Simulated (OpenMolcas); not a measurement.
**In₂⁺ at 3.602 Å: OpenMolcas input and output**

Input (each module block was a call of its own in one work directory; start orbitals came from a preliminary run):

```
&GATEWAY
Coord
2
angstrom
In 0.0 0.0 0.0
In 0.0 0.0 3.6020
Basis=ANO-RCC-VDZP
Group=XY
RX2C
AMFI
ANGMom
0.0 0.0 0.0
RICD
&SEWARD
&GUESSORB
* RASSCF and CASPT2 blocks for each multiplicity and irrep, as for the first:
&RASSCF
FileOrb=$CurrDir/o21.orb
Symmetry=1
Spin=2
nActEl=5 0 0
Inactive=26 20
RAS2=4 4
CIRoot=2 2 1
Linear
Iterations=120 100
OrbListing=Nothing
PRWF=0.15
>>COPY $Project.RasOrb $CurrDir/o21.orb
>>COPY $Project.rasscf.h5 $CurrDir/r21.h5
&CASPT2
XMultistate=all
Imaginary=0.2
IPEA=0.25
MaxIter=40
>>COPY $Project.JobMix JOB001
&RASSI
Nr of JobIphs=4 2 4 4 2
1 2
1 2 3 4
1 2 3 4
1 2
SpinOrbit
EJob
Omega
MEES
MESO
Properties=4
'AngMom' 3 'Mltpl  1' 1 'Mltpl  1' 2 'Mltpl  1' 3
Thrs=1.0d-4
>>COPY $Project.rassi.h5 $CurrDir/so.h5
```

```bash
pymolcas m.inp
```

C2 symmetry about the axis (a holds Σ, Δ, Γ; b holds Π, Φ, H; Σ⁺ and Σ⁻ are not told apart); roots by multiplicity and irrep: 2a 2, 2b 4, 4b 4, 4a 2.

RASSI part of the output, in excerpt:

```
SPIN-FREE ENERGIES:
  (Shifted by EMIN (a.u.) =     -11756.9932280455)
 SF State       Relative EMIN(au)   Rel lowest level(eV)    D:o, cm**(-1)      Abs_M
     1             0.0000000000        0.0000000000              0.0000         0.0
     3             0.0246393741        0.6704715243           5407.7175         1.0
     4             0.0246393741        0.6704715243           5407.7175         1.0
     5             0.0645071318        1.7553284792          14157.6790         1.0
     6             0.0645071318        1.7553284792          14157.6790         1.0
     2             0.1121450719        3.0516228674          24612.9983         0.0
     7             0.1608240429        4.3762451482          35296.7975         1.0
     8             0.1608240429        4.3762451482          35296.7975         1.0
     9             0.1757308975        4.7818813279          38568.4740         1.0
    10             0.1757308983        4.7818813492          38568.4741         1.0
    11             0.1844816756        5.0200021289          40489.0477         0.0
    12             0.1974916648        5.3740219704          43344.4103         0.0
++ Dipole transition strengths (spin-free states):
     for osc. strength at least  1.00000000E-05
      From   To        Osc. strength     Einstein coefficients Ax, Ay, Az (sec-1)    Total A (sec-1)
         1    3       1.59854174E-04  3.11775870E+03  3.71205554E-01  0.00000000E+00  3.11812991E+03
         1    4       1.59854174E-04  3.71205286E-01  3.11775870E+03  0.00000000E+00  3.11812991E+03
         1    2       4.73140331E-01  0.00000000E+00  0.00000000E+00  1.91188268E+08  1.91188268E+08
         3    5       2.08797901E-02  0.00000000E+00  0.00000000E+00  1.06630300E+06  1.06630300E+06
         3    6       1.47928082E-01  0.00000000E+00  0.00000000E+00  7.55448966E+06  7.55448966E+06
         4    5       1.47928082E-01  0.00000000E+00  0.00000000E+00  7.55448966E+06  7.55448966E+06
         4    6       2.08797901E-02  0.00000000E+00  0.00000000E+00  1.06630300E+06  1.06630300E+06
         5    2       1.56156980E-03  1.32757621E+04  1.00586087E+05  0.00000000E+00  1.13861849E+05
         6    2       1.56156979E-03  1.00586087E+05  1.32757621E+04  0.00000000E+00  1.13861849E+05
         7    9       1.12278603E-03  0.00000000E+00  0.00000000E+00  8.01640990E+03  8.01640990E+03
         7   10       1.34813248E-02  0.00000000E+00  0.00000000E+00  9.62532791E+04  9.62532791E+04
         7   11       4.00161175E-04  4.17733393E-01  7.19553665E+03  0.00000000E+00  7.19595438E+03
         8    9       1.34813436E-02  0.00000000E+00  0.00000000E+00  9.62534038E+04  9.62534038E+04
         8   10       1.12278853E-03  0.00000000E+00  0.00000000E+00  8.01642864E+03  8.01642864E+03
         8   11       4.00161269E-04  7.19553835E+03  4.17734012E-01  0.00000000E+00  7.19595608E+03
         9   12       5.56788354E-04  7.85397420E+03  6.17313541E+02  0.00000000E+00  8.47128774E+03
        10   12       5.56788383E-04  6.17313403E+02  7.85397417E+03  0.00000000E+00  8.47128757E+03
        11   12       3.18135858E-02  0.00000000E+00  0.00000000E+00  1.73012459E+05  1.73012459E+05
 Electric-quadrupole - electric-quadrupole not included
 Electric-dipole - electric-octupole not included
 Electric-dipole - magnetic-quadrupole not included
   Eigenvalues of complex Hamiltonian:
  (Shifted by EMIN (a.u.) =     -11756.9932280455)
 SO State       Relative EMIN(au)   Rel lowest level(eV)    D:o, cm**(-1)      Omega
     1            -0.0004167916        0.0000000000              0.0000         0.5
     2            -0.0004167916        0.0000000000              0.0000         0.5
     3             0.0209969739        0.5826982457           4699.7783         0.5
     4             0.0209969739        0.5826982457           4699.7783         0.5
     5             0.0280440399        0.7744586803           6246.4305         1.5
     6             0.0280440399        0.7744586803           6246.4305         1.5
     7             0.0610542621        1.6727125860          13491.3369         0.5
     8             0.0610542621        1.6727125860          13491.3369         0.5
     9             0.0683697095        1.8717760507          15096.8920         1.5
    10             0.0683697095        1.8717760507          15096.8920         1.5
    11             0.1123353937        3.0681432649          24746.2443         0.5
    12             0.1123353937        3.0681432649          24746.2443         0.5
    13             0.1566188153        4.2731565561          34465.3320         0.5
    14             0.1566188153        4.2731565561          34465.3320         0.5
    15             0.1592867898        4.3457558403          35050.8847         0.5
    16             0.1592867898        4.3457558403          35050.8847         0.5
    17             0.1620197737        4.4201241209          35650.7053         1.5
    18             0.1620197737        4.4201241209          35650.7053         1.5
    19             0.1648839993        4.4980636681          36279.3301         2.5
    20             0.1648839993        4.4980636681          36279.3301         2.5
    21             0.1711360426        4.6681904349          37651.4951         0.5
    22             0.1711360426        4.6681904349          37651.4951         0.5
    23             0.1739717913        4.7453550879          38273.8700         0.5
    24             0.1739717913        4.7453550879          38273.8700         0.5
    25             0.1768782678        4.8244443410          38911.7678         1.5
    26             0.1768782678        4.8244443410          38911.7678         1.5
    27             0.1801547761        4.9136026743          39630.8783         2.5
    28             0.1801547761        4.9136026743          39630.8783         2.5
    29             0.1848091628        5.0402549895          40652.3981         1.5
    30             0.1848091628        5.0402549895          40652.3981         1.5
    31             0.1849843147        5.0450211159          40690.8395         0.5
    32             0.1849843147        5.0450211159          40690.8395         0.5
    33             0.1976519853        5.3897259921          43471.0718         1.5
    34             0.1976519853        5.3897259921          43471.0718         1.5
    35             0.1978252213        5.3944399843          43509.0927         0.5
    36             0.1978252213        5.3944399843          43509.0927         0.5
 Weights of the five most important spin-orbit-free states for each spin-orbit state.
 SO State  Total energy (au)           Spin-free states, spin, and weights
    1        -0.000417       1 0.5  0.9932    5 0.5  0.0034    6 0.5  0.0034    8 1.5  0.0000    7 1.5  0.0000
    2        -0.000417       1 0.5  0.9932    5 0.5  0.0034    6 0.5  0.0034    8 1.5  0.0000    7 1.5  0.0000
    3         0.020997       3 0.5  0.4987    4 0.5  0.4987    2 0.5  0.0026   11 1.5  0.0000    9 1.5  0.0000
    4         0.020997       3 0.5  0.4987    4 0.5  0.4987    2 0.5  0.0026   11 1.5  0.0000    9 1.5  0.0000
    5         0.028044       3 0.5  0.5000    4 0.5  0.5000   11 1.5  0.0000    9 1.5  0.0000   10 1.5  0.0000
    6         0.028044       3 0.5  0.5000    4 0.5  0.5000   11 1.5  0.0000    9 1.5  0.0000   10 1.5  0.0000
    7         0.061054       6 0.5  0.4966    5 0.5  0.4966    1 0.5  0.0067    8 1.5  0.0000    7 1.5  0.0000
    8         0.061054       6 0.5  0.4966    5 0.5  0.4966    1 0.5  0.0067    8 1.5  0.0000    7 1.5  0.0000
    9         0.068370       5 0.5  0.5000    6 0.5  0.5000   12 1.5  0.0000    8 1.5  0.0000    7 1.5  0.0000
   10         0.068370       5 0.5  0.5000    6 0.5  0.5000   12 1.5  0.0000    8 1.5  0.0000    7 1.5  0.0000
   11         0.112335       2 0.5  0.9966    4 0.5  0.0013    3 0.5  0.0013    9 1.5  0.0004   10 1.5  0.0004
   12         0.112335       2 0.5  0.9966    4 0.5  0.0013    3 0.5  0.0013    9 1.5  0.0004   10 1.5  0.0004
   13         0.156619       7 1.5  0.4981    8 1.5  0.4981   12 1.5  0.0038    1 0.5  0.0000    6 0.5  0.0000
   14         0.156619       7 1.5  0.4981    8 1.5  0.4981   12 1.5  0.0038    1 0.5  0.0000    6 0.5  0.0000
   15         0.159287       7 1.5  0.4977    8 1.5  0.4977   12 1.5  0.0045    6 0.5  0.0000    5 0.5  0.0000
   16         0.159287       7 1.5  0.4977    8 1.5  0.4977   12 1.5  0.0045    6 0.5  0.0000    5 0.5  0.0000
   17         0.162020       8 1.5  0.4978    7 1.5  0.4978   12 1.5  0.0045    6 0.5  0.0000    5 0.5  0.0000
   18         0.162020       8 1.5  0.4978    7 1.5  0.4978   12 1.5  0.0045    6 0.5  0.0000    5 0.5  0.0000
   19         0.164884       8 1.5  0.5000    7 1.5  0.5000   12 1.5  0.0000    1 0.5  0.0000    9 1.5  0.0000
   20         0.164884       8 1.5  0.5000    7 1.5  0.5000   12 1.5  0.0000    1 0.5  0.0000    9 1.5  0.0000
   21         0.171136       9 1.5  0.4916   10 1.5  0.4916   11 1.5  0.0162    2 0.5  0.0005    3 0.5  0.0000
   22         0.171136       9 1.5  0.4916   10 1.5  0.4916   11 1.5  0.0162    2 0.5  0.0005    3 0.5  0.0000
   23         0.173972       9 1.5  0.4875   10 1.5  0.4875   11 1.5  0.0249    2 0.5  0.0001    3 0.5  0.0000
   24         0.173972       9 1.5  0.4875   10 1.5  0.4875   11 1.5  0.0249    2 0.5  0.0001    3 0.5  0.0000
   25         0.176878      10 1.5  0.4794    9 1.5  0.4794   11 1.5  0.0413    3 0.5  0.0000    4 0.5  0.0000
   26         0.176878      10 1.5  0.4794    9 1.5  0.4794   11 1.5  0.0413    3 0.5  0.0000    4 0.5  0.0000
   27         0.180155      10 1.5  0.5000    9 1.5  0.5000   11 1.5  0.0000    2 0.5  0.0000    4 0.5  0.0000
   28         0.180155      10 1.5  0.5000    9 1.5  0.5000   11 1.5  0.0000    2 0.5  0.0000    3 0.5  0.0000
   29         0.184809      11 1.5  0.9587    9 1.5  0.0206   10 1.5  0.0206    3 0.5  0.0000    4 0.5  0.0000
   30         0.184809      11 1.5  0.9587    9 1.5  0.0206   10 1.5  0.0206    3 0.5  0.0000    4 0.5  0.0000
   31         0.184984      11 1.5  0.9589   10 1.5  0.0205    9 1.5  0.0205    2 0.5  0.0001    4 0.5  0.0000
   32         0.184984      11 1.5  0.9589   10 1.5  0.0205    9 1.5  0.0205    2 0.5  0.0001    4 0.5  0.0000
   33         0.197652      12 1.5  0.9955    8 1.5  0.0022    7 1.5  0.0022    6 0.5  0.0000    5 0.5  0.0000
   34         0.197652      12 1.5  0.9955    8 1.5  0.0022    7 1.5  0.0022    6 0.5  0.0000    5 0.5  0.0000
   35         0.197825      12 1.5  0.9916    7 1.5  0.0042    8 1.5  0.0042    1 0.5  0.0000    5 0.5  0.0000
   36         0.197825      12 1.5  0.9916    7 1.5  0.0042    8 1.5  0.0042    1 0.5  0.0000    5 0.5  0.0000
++ Dipole transition strengths (SO states):
        for osc. strength at least   1.00000000E-05
      From   To        Osc. strength     Einstein coefficients Ax, Ay, Az (sec-1)    Total A (sec-1)
         1    3       1.35042840E-04  9.94806325E+02  9.94806326E+02  0.00000000E+00  1.98961265E+03
         1    4       1.59576321E-03  0.00000000E+00  0.00000000E+00  2.35106923E+04  2.35106923E+04
         1    5       1.83399577E-04  2.38657116E+03  2.38657116E+03  0.00000000E+00  4.77314231E+03
         1   11       4.66975440E-01  0.00000000E+00  0.00000000E+00  1.90745745E+08  1.90745745E+08
         1   12       4.04039463E-05  8.25191240E+03  8.25191240E+03  0.00000000E+00  1.65038248E+04
         1   21       3.20939002E-04  0.00000000E+00  0.00000000E+00  3.03479371E+05  3.03479371E+05
         1   24       5.02593900E-05  0.00000000E+00  0.00000000E+00  4.91093508E+04  4.91093508E+04
         1   31       1.42690799E-04  0.00000000E+00  0.00000000E+00  1.57591030E+05  1.57591030E+05
         2    3       1.59576321E-03  0.00000000E+00  0.00000000E+00  2.35106923E+04  2.35106923E+04
         2    4       1.35042840E-04  9.94806325E+02  9.94806326E+02  0.00000000E+00  1.98961265E+03
         2    6       1.83399577E-04  2.38657116E+03  2.38657116E+03  0.00000000E+00  4.77314231E+03
         2   11       4.04039463E-05  8.25191240E+03  8.25191240E+03  0.00000000E+00  1.65038248E+04
         2   12       4.66975440E-01  0.00000000E+00  0.00000000E+00  1.90745745E+08  1.90745745E+08
         2   22       3.20939002E-04  0.00000000E+00  0.00000000E+00  3.03479371E+05  3.03479371E+05
         2   23       5.02593900E-05  0.00000000E+00  0.00000000E+00  4.91093508E+04  4.91093508E+04
         2   32       1.42690799E-04  0.00000000E+00  0.00000000E+00  1.57591030E+05  1.57591030E+05
         3    7       1.66621129E-01  0.00000000E+00  0.00000000E+00  8.59021524E+06  8.59021524E+06
         4    8       1.66621129E-01  0.00000000E+00  0.00000000E+00  8.59021524E+06  8.59021524E+06
         5    9       1.70742021E-01  0.00000000E+00  0.00000000E+00  8.92101924E+06  8.92101924E+06
         5   33       1.43835892E-05  0.00000000E+00  0.00000000E+00  1.32944550E+04  1.32944550E+04
         6   10       1.70742021E-01  0.00000000E+00  0.00000000E+00  8.92101924E+06  8.92101924E+06
         6   34       1.43835892E-05  0.00000000E+00  0.00000000E+00  1.32944550E+04  1.32944550E+04
         7   11       1.65782674E-03  7.00382407E+04  7.00382407E+04  0.00000000E+00  1.40076481E+05
         7   12       3.81779535E-03  0.00000000E+00  0.00000000E+00  3.22580958E+05  3.22580958E+05
         8   11       3.81779535E-03  0.00000000E+00  0.00000000E+00  3.22580958E+05  3.22580958E+05
         8   12       1.65782674E-03  7.00382407E+04  7.00382407E+04  0.00000000E+00  1.40076481E+05
         9   11       1.43648067E-03  4.46075474E+04  4.46075474E+04  0.00000000E+00  8.92150948E+04
        10   12       1.43648067E-03  4.46075474E+04  4.46075474E+04  0.00000000E+00  8.92150948E+04
        11   13       1.16132592E-05  0.00000000E+00  0.00000000E+00  7.31724075E+02  7.31724075E+02
        11   35       2.57135333E-05  0.00000000E+00  0.00000000E+00  6.03811698E+03  6.03811698E+03
...
```

g and u states are not told apart. Only roots inside an energy window near the equilibrium distance were included, so the list of states is not complete; labels number the states computed. Each spin and symmetry block has orbitals of its own, averaged over its own roots, so gaps between blocks are less sure than gaps within one and near the minimum can be off by tenths of an eV, in bad cases by more. No Rydberg orbitals are active, so Rydberg states, and σ→σ* states whose orbital the CASSCF left unused, can be missing between those listed.
